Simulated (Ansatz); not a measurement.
Ansatz (an electronic-structure program) input:

Ansatz 0.2 input:
```yaml
crystal:
  periodic: [false, false, false]
  atoms:
    - {symbol: Zr, position_ang: [0.00177991, 0.00247453, -0.04397706]}
    - {symbol: H, position_ang: [1.53398685, -0.06285687, 0.94231603]}
    - {symbol: H, position_ang: [-1.60518343, -0.03612437, 0.81676637]}
basis:
  gaussian:
    orbitals: def2-SVPD
magnetization: {spin_polarized: false}
correlation: {method: ccsd_t, electrons: outside_noble_gas}
output: {forces: true}
```

### Question
What final total energy does it print?

### Answer
-47.67406 Eh (CCSD(T)/def2-SVPD). The basis has 50 functions.

This is an excited singlet: at this geometry the triplet lies 0.18 eV lower at CCSD(T)/CBS(def2-TZVPPD,def2-QZVPPD).
